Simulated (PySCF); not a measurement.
C2H6O2Si.
Numbering: `[O:1]=[CH:2][O:3][CH2:4][SiH3:5]` (hydrogens: H6 on C2; H7, H8 on C4; H9, H10, H11 on Si5)

Computed by this run: PBE0-D3(BJ)/def2-SVP geometry optimisation, gas phase in PySCF; density fitting, grid level 1; the optimiser is geomeTRIC in internal coordinates, started from a GFN2-xTB structure with every atom displaced at random (about 0.01 Å).

Geometry at step 4:
```
atom  x, y, z in Å
O1      1.0153   -1.3857    1.3245
C2      1.7299   -0.5012    0.9356
O3      1.3699    0.5435    0.2149
C4     -0.0124    0.6749   -0.1672
Si5    -1.2998   -0.6568    0.3337
H6      2.8174   -0.4471    1.1406
H7     -0.3479    1.6459    0.2304
H8     -0.0174    0.7621   -1.2651
H9     -1.0726   -1.9972   -0.2752
H10    -2.5354   -0.0841   -0.3087
H11    -1.5636   -0.7533    1.7945
```

Question: What forces act on the atoms?

Answer: 
```csv
atom,Fx (eV/Å),Fy (eV/Å),Fz (eV/Å)
O1,-0.109,0.088,-0.082
C2,0.232,0.048,0.038
O3,-0.258,-0.100,-0.007
C4,0.157,-0.052,0.076
Si5,0.053,-0.107,0.022
H6,0.028,-0.025,0.017
H7,-0.037,0.007,-0.023
H8,-0.036,0.013,-0.007
H9,-0.016,0.049,-0.052
H10,0.018,0.009,0.012
H11,-0.031,0.070,0.005
```

The largest, 0.28 eV/Å, acts on O3; the rms over all components is 0.083 eV/Å. The forces sum to zero within rounding, as they must for an isolated molecule in no field.

Question: Give the force on O3 in Eh/bohr and in nN.

Answer: 0.277 eV/Å ÷ 51.422 = 0.00539 Eh/bohr, and 0.277 eV/Å × 1.602 = 0.44 nN.

Question: How far is this geometry from the end of the optimisation?

Answer: 0.005 eV above it, and 0.012 Å rms away after alignment. The bonds farthest from their final lengths, with half the difference of the two atoms' forces along the bond (positive lengthens):

| bond | now (Å) | final (Å) | force along bond (eV/Å) |
| --- | --- | --- | --- |
| O3–C4 | 1.440 | 1.434 | -0.21 |
| C4–Si5 | 1.919 | 1.916 | +0.05 |

The angle farthest from its final value is H9–Si5–H11, 111.7° against 113.4°.

The cost below is that of the whole optimisation. Time: 26 s wall; peak memory 0.43 GiB. Hardware: an Arm Neoverse V2 with one thread, shared host with 32 logical CPUs at a one-minute load of 13.
